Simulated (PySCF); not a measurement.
## [CrF5]3-: what the settings change

[CrF5]3-: Cr(II) (d4), charge -3. The structure is a PBE0-D3(BJ)/def2-TZVP, IEF-PCM water geometry optimised for multiplicity 5; coordination square pyramidal, point group C4v, metal–donor distances 1.99–2.29 Å.

```
6

Cr    0.000    0.000    0.000
F     1.981    0.000   -0.166
F    -1.981    0.000   -0.166
F     0.000   -1.981   -0.166
F     0.000    1.981   -0.166
F     0.000    0.000    2.293
```

Method (PySCF 2.14, density fitting): CASSCF(4,5) with orbitals averaged over all microstates of the shell, strongly contracted NEVPT2 on the averaged canonical orbitals; basis x2c-TZVPall on the metal, x2c-SVPall elsewhere; spin-free X2C; IEF-PCM water; spin-orbit coupling by state interaction with the mean-field operator over all roots.

Base run: NEVPT2 ground state 5B1, next 5B2 at 13344, then 5A1 at 16464 cm⁻¹, B(CASSCF) 980, ζ 229 cm⁻¹, D -1.72 cm⁻¹, g 1.970 1.996 1.996, μeff(300 K) 4.88 μB.

**Question.** What happens with the basis x2c-TZVPall on all atoms?

**Answer.** NEVPT2 ground state 5B1, next 5B2 at 12898, then 5A1 at 15821 cm⁻¹, B(CASSCF) 982, ζ 229 cm⁻¹, D -1.76 cm⁻¹, g 1.969 1.996 1.996, μeff(300 K) 4.88 μB. It took 16 s against 10 s on a shared host of the same kind.

**Question.** What happens with orbitals averaged over the highest spin alone?

**Answer.** NEVPT2 ground state 5B1, next 5B2 at 13019, then 5A1 at 15886 cm⁻¹, B(CASSCF) 1010, ζ 236 cm⁻¹, D -1.85 cm⁻¹, g 1.967 1.995 1.995, μeff(300 K) 4.88 μB.

NEVPT2 lifts 5A1 from 13751 to 16464 cm⁻¹; on the d shell alone such lifts tend to overshoot.
